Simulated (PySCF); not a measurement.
Start geometry of Cl4H4In2N2 ((Cl2In-mu-NH2)2) from a GFN2-xTB structure with every atom displaced at random (by about 0.03 Å) (Å):
```
atom  x, y, z in Å
In1   -1.4455   -0.1024   -0.5423
Cl2   -2.0436    1.6300   -2.0038
Cl3   -2.8483   -1.7353    0.2004
N4    -0.3488    0.8759    1.1658
In5    1.4982    0.0091    0.5208
Cl6    2.0215   -1.6280    1.9877
Cl7    2.8115    1.7287   -0.2285
N8     0.4936   -0.8549   -1.1902
H9    -0.7796    0.5483    2.1389
H10   -0.4836    1.8793    1.2341
H11    0.4482   -1.8978   -1.1715
H12    0.7917   -0.5356   -2.0604
```

**Question.** What comes out of this run: PBE0-D3(BJ)/def2-SVP geometry optimisation, gas phase, def2 core potentials past Kr in PySCF?

**Answer.** 
```
atom  x, y, z in Å
In1   -1.5218   -0.0209   -0.5485
Cl2   -2.1923    1.5817   -2.1110
Cl3   -3.0355   -1.6261    0.2177
N4    -0.3955    0.8888    1.1033
In5    1.5413    0.0155    0.5505
Cl6    2.2167   -1.5846    2.1140
Cl7    3.0579    1.6180   -0.2146
N8     0.4133   -0.9038   -1.0935
H9    -0.7194    0.5921    2.0262
H10   -0.4111    1.9104    1.0984
H11    0.4220   -1.9255   -1.0700
H12    0.7400   -0.6283   -2.0216
```

The energy falls by 11.4 kcal/mol over 10 energy and gradient evaluations, the largest force component goes from 0.0516 to 3.8e-04 Eh/bohr, and the atoms move by 0.135 Å rms after alignment. The bond that changes most is N4–H9 (ends: nitrogen bonded to 2 In and 2 H; hydrogen on nitrogen), which shortens by 0.091 Å. Bonds longer at the end by more than 0.005 Å: 8 of 12; shorter: 4. Among the angles that change most is Cl6–In5–Cl7, from 128.6° to 120.1°. Rotational constants go from 749.7, 318.7, 241.5 to 771.9, 284.4, 222.1 MHz. The orientation of the end geometry is arbitrary; only internal coordinates are fixed.

The run used 172 basis functions and 65 SCF cycles in all. The run took 3.7 min wall on one thread of an Intel Xeon Platinum 8488C, shared host, and the process peaked at 0.86 GiB of memory.

Stationary, but not proved a minimum. One conformer, not necessarily the lowest.
